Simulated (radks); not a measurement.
The selenium ion Se2+ inside a hard spherical wall (all orbitals vanish at R), configuration held at [Ar] 3d10 4s2 4p2 and not refilled when levels cross. Calculated with a radial shooting solver on a logarithmic mesh with Libxc functionals: non-relativistic Kohn-Sham, r2SCAN, spin-unpolarised, spherical densities, point nucleus; meta-GGA in the generalised Kohn-Sham scheme. Eigenvalues in eV, with the zero of energy where the potential of the charges vanishes at infinity; a dash marks a level that is unbound or too diffuse for the functional's potential to be trusted. A positive occupied level is held by the wall or, in an anion where self-interaction has pushed it up, behind a barrier. The pressure on the wall is -dE/dV.

| R (bohr) | E (hartree) | kinetic (hartree) | e(3p) | e(3d) | e(4s) | e(4p) | e(5s, empty) | e(4d, empty) | pressure (GPa) |
|---|---|---|---|---|---|---|---|---|---|
| free | -2400.31984 | 2398.917 | -178.03 | -78.337 | -37.539 | -25.591 | - | -9.793 | 0 |
| 15 | -2400.31984 | 2398.917 | -178.03 | -78.337 | -37.539 | -25.591 | - | -9.793 | < 0.0001 |
| 12 | -2400.31984 | 2398.917 | -178.03 | -78.337 | -37.539 | -25.591 | -9.821 | -9.792 | < 0.0001 |
| 7 | -2400.31975 | 2398.918 | -178.02 | -78.332 | -37.535 | -25.586 | -9.006 | -9.619 | 0.00989 |
| 5 | -2400.31139 | 2399.001 | -177.74 | -78.052 | -37.336 | -25.323 | -3.953 | -8.217 | 1.75 |
| 3.5 | -2400.10640 | 2400.267 | -174.64 | -75.009 | -34.740 | -21.753 | 19.248 | -0.473 | 86.3 |
| 3 | -2399.71032 | 2402.133 | -171.17 | -71.613 | -30.915 | -16.690 | 42.966 | 7.966 | 335 |
| 2.5 | -2398.55458 | 2406.695 | -164.65 | -65.222 | -21.244 | -4.603 | 90.952 | 25.500 | 1440 |
| 1.5 | -2380.12041 | 2466.352 | -117.43 | -15.475 | 104.09 | 131.79 | 488.03 | 175.52 | 61200 |
